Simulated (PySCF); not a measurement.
Cl2H2O2Si, SMILES [Si](Cl)(Cl)(O)O.

Coordinates come from a PBE-D3(BJ)/def2-SVP optimisation. Other conformers were not sampled.

The numbers are results of PBE-D3(BJ)/def2-SVP in PySCF, not measurements.

Frequencies are harmonic and unscaled.

Computed harmonic wavenumbers and intensities:
```tsv
mode	ν (cm⁻¹)	IR (km/mol)	moving atoms (share of kinetic energy)
1	127	42.1	Cl 39 %, H 37 %, O 22 %
2	178	25.8	H 37 %, Cl 32 %, O 27 %
3	178	43.1	H 69 %, Cl 15 %, O 14 %
4	254	24.8	H 49 %, O 29 %, Cl 18 %
5	267	18.4	O 49 %, Si 28 %, Cl 21 %
6	288	38.0	O 46 %, Cl 32 %, H 14 %
7	313	68.0	O 66 %, Cl 22 %
8	495	59.8	Cl 48 %, Si 26 %, O 22 %
9	595	170.1	Si 56 %, Cl 32 %, H 11 %
10	773	155.2	H 58 %, O 37 %
11	835	356.2	H 65 %, O 20 %, Si 15 %
12	872	58.5	O 36 %, H 32 %, Si 32 %
13	956	98.0	Si 45 %, O 42 %, H 12 %
14	3752	121.9	H 94 %
15	3754	69.4	H 94 %
```
